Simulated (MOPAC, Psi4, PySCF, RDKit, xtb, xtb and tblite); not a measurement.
Two geometries of SMILES c1(ccc(cc1)C=O)C(C)C (C10H12O), relaxed at GFN2-xTB with one dihedral held; other torsions can differ between them too.

Structure A

```
23

C     -2.3945    -1.1578     0.6169
C     -1.7940    -0.1537    -0.3696
C     -2.4066     1.2348    -0.1727
C     -0.2933    -0.1001    -0.2311
C      0.5254    -0.4394    -1.3022
C      1.9021    -0.4088    -1.1872
C      2.4930    -0.0251     0.0125
C      3.9613     0.1102     0.0904
O      4.5492     1.1201     0.3689
C      1.6806     0.3559     1.0766
C      0.3063     0.2945     0.9606
H     -3.4685    -1.2363     0.4642
H     -1.9517    -2.1412     0.4741
H     -2.2165    -0.8470     1.6432
H     -2.0313    -0.4900    -1.3850
H     -1.9714     1.9439    -0.8734
H     -2.2291     1.5974     0.8365
H     -3.4807     1.1974    -0.3396
H      0.0786    -0.7314    -2.2421
H      2.5241    -0.6778    -2.0287
H      4.5133    -0.8022    -0.2239
H      2.1387     0.6820     1.9986
H     -0.3054     0.5724     1.8056
```

Structure B

```
23

C     -2.3878    -1.1613     0.6209
C     -1.7977    -0.1576    -0.3720
C     -2.4149     1.2288    -0.1753
C     -0.2959    -0.0950    -0.2452
C      0.5175    -0.4294    -1.3201
C      1.8958    -0.3682    -1.2209
C      2.4909     0.0301    -0.0311
C      3.9686     0.0580     0.1061
O      4.6977     0.9206    -0.2955
C      1.6865     0.3487     1.0574
C      0.3107     0.2980     0.9429
H     -3.4622    -1.2457     0.4744
H     -1.9409    -2.1429     0.4788
H     -2.2060    -0.8465     1.6453
H     -2.0400    -0.4979    -1.3849
H     -1.9888     1.9369    -0.8826
H     -2.2300     1.5961     0.8309
H     -3.4903     1.1865    -0.3327
H      0.0682    -0.7417    -2.2521
H      2.5143    -0.6240    -2.0686
H      4.3716    -0.8113     0.6723
H      2.1427     0.6535     1.9881
H     -0.2949     0.5643     1.7960
```

Which is lower in energy at the level PBE0-D3(BJ)/def2-SVP // GFN2-xTB (Psi4), and by how much?

A is lower, by 2.81 kcal/mol (dihedral C6–C7–C8–O9: 120° in A, 80° in B).

E(B) − E(A) in kcal/mol at the other levels, on the same two geometries: GFN2-xTB (xtb and tblite) 1.65; MMFF94 // GFN2-xTB (RDKit) 2.39; PBE0/def2-SVP // GFN2-xTB (Psi4) 2.79; PBE/def2-SVP // GFN2-xTB (Psi4) 3.04; PBE-D3(BJ)/def2-SVP // GFN2-xTB (Psi4) 3.07; UFF // GFN2-xTB (RDKit) 3.15; AM1, restricted, heats of formation // GFN2-xTB (MOPAC) 0.48; PM3, restricted, heats of formation // GFN2-xTB (MOPAC) 0.12; GFN1-xTB // GFN2-xTB (xtb) 1.49; restricted B3LYP/6-31G*, spherical d, density fitting // GFN2-xTB (PySCF) 2.98.
